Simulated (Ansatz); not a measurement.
Relaxation of C2H7BOS (12 atoms, charge 0, multiplicity 1), to a largest force component of 0.015 eV/Å in at most 40 steps.

Method: RKS B3LYP/6-31G (Ansatz).

```xyz
12
Properties=species:S:1:pos:R:3
C 0.428 -0.588 1.803
C 0.296 0.101 0.415
O -0.166 -0.856 -0.533
B -0.129 -0.217 -1.852
S -1.810 0.539 -2.461
H 1.101 -1.371 1.771
H 0.746 0.207 2.543
H -0.581 -0.906 2.084
H -0.415 0.972 0.523
H 1.318 0.490 0.183
H 0.732 -0.238 -2.537
H -2.181 -0.734 -3.019
```

Q: Where does it end, and by what steps?

A: The forces met the threshold. The force dipped under the threshold on the way, but the program's further checks kept it going. Limits of this set-up: no polarisation functions. After 20 steps the energy has fallen by 1.826 eV; S5 moved furthest, 1.42 Å.

```json
{"step": "0", "energy less start (eV)": "0.0000", "largest force component (eV/Å)": "3.316", "accepted": "yes"}
{"step": "1", "energy less start (eV)": "-0.3916", "largest force component (eV/Å)": "2.421", "accepted": "yes"}
{"step": "2", "energy less start (eV)": "-0.5908", "largest force component (eV/Å)": "1.215", "accepted": "yes"}
{"step": "3", "energy less start (eV)": "-0.7010", "largest force component (eV/Å)": "0.735", "accepted": "yes"}
{"step": "4", "energy less start (eV)": "-0.8525", "largest force component (eV/Å)": "0.639", "accepted": "yes"}
{"step": "5", "energy less start (eV)": "-0.9952", "largest force component (eV/Å)": "1.011", "accepted": "yes"}
{"step": "6", "energy less start (eV)": "-1.1767", "largest force component (eV/Å)": "1.288", "accepted": "yes"}
{"step": "7", "energy less start (eV)": "-1.4110", "largest force component (eV/Å)": "1.163", "accepted": "yes"}
{"step": "8", "energy less start (eV)": "-1.6188", "largest force component (eV/Å)": "0.893", "accepted": "yes"}
{"step": "9", "energy less start (eV)": "-1.7756", "largest force component (eV/Å)": "0.325", "accepted": "yes"}
{"step": "10", "energy less start (eV)": "-1.7976", "largest force component (eV/Å)": "0.637", "accepted": "yes"}
{"step": "11", "energy less start (eV)": "-1.8165", "largest force component (eV/Å)": "0.120", "accepted": "yes"}
{"step": "12", "energy less start (eV)": "-1.8172", "largest force component (eV/Å)": "0.248", "accepted": "yes"}
{"step": "13", "energy less start (eV)": "-1.8223", "largest force component (eV/Å)": "0.105", "accepted": "yes"}
{"step": "14", "energy less start (eV)": "-1.8179", "largest force component (eV/Å)": "0.385", "accepted": "no"}
{"step": "15", "energy less start (eV)": "-1.8247", "largest force component (eV/Å)": "0.027", "accepted": "yes"}
{"step": "16", "energy less start (eV)": "-1.8253", "largest force component (eV/Å)": "0.012", "accepted": "yes"}
{"step": "17", "energy less start (eV)": "-1.8255", "largest force component (eV/Å)": "0.041", "accepted": "yes"}
{"step": "18", "energy less start (eV)": "-1.8255", "largest force component (eV/Å)": "0.065", "accepted": "yes"}
{"step": "19", "energy less start (eV)": "-1.8259", "largest force component (eV/Å)": "0.019", "accepted": "yes"}
{"step": "20", "energy less start (eV)": "-1.8259", "largest force component (eV/Å)": "0.003", "accepted": "yes"}
```

```xyz
12
Properties=species:S:1:pos:R:3
C 0.355 -0.680 1.607
C 0.327 0.424 0.561
O -0.565 0.031 -0.538
B -0.166 -0.137 -1.831
S -1.389 -0.650 -3.117
H 0.783 -1.600 1.194
H 0.963 -0.371 2.466
H -0.657 -0.899 1.959
H -0.086 1.350 0.970
H 1.327 0.629 0.159
H 0.955 0.030 -2.197
H -2.508 -0.727 -2.315
```

Whether the end is a true minimum wasn't checked by a vibrational analysis.

Time of the run: 92 s on 1 thread of Intel(R) Xeon(R) Processor @ 2.70GHz, with other jobs on the host, peak memory 0.18 GiB.
